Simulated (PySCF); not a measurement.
## How the method changes the constants of PbS⁺

State: ²Π (doublet), unpaired electrons π ↑. Set-up: Pb def2-SVP with ECP60, S def2-SVP; scalar-relativistic core potentials (PySCF 2.14). De refers to Pb⁺ + S in their high-spin ground configurations, without counterpoise correction. The functionals are run spin-unrestricted. A positive dipole points towards S; it is taken about the centre of mass and depends on that origin.

```csv
Level,Re (Å),ωe (cm⁻¹),De (eV),μ (D),"CPU s a point (SCF and correlation, without the integrals)"
UHF,2.488,359,n/a,-2.22,0.11
UHF-MP2,2.487,356,n/a,n/a,0.17
UHF-SCS-MP2,2.494,353,n/a,n/a,n/a
UHF-CCSD,2.499,348,n/a,n/a,n/a
UHF-CCSD(T),2.511,338,n/a,n/a,2.4
PBE,2.518,334,n/a,-1.07,0.59
PW91,2.516,334,n/a,-1.03,0.47
BLYP,2.541,323,n/a,-0.94,0.74
r²SCAN,2.500,345,n/a,-1.36,0.87
PBE0,2.489,352,n/a,-1.45,0.84
BHandHLYP,2.484,358,n/a,-1.64,1.1
ωB97X,2.468,367,n/a,-1.75,0.73
```

The bond length runs from 2.468 Å (ωB97X) to 2.541 Å (BLYP).

Correlated steps freeze 9 core orbitals. Spin–orbit coupling is left out, which matters for elements this heavy, above all for dissociation energies. The state was picked by a PBE0 search and need not be the measured ground state.

The whole job (state search and all levels along the bond) took about 1.8 min on 1 thread of Arm Neoverse V1 (shared host), peak memory 0.5 GiB.
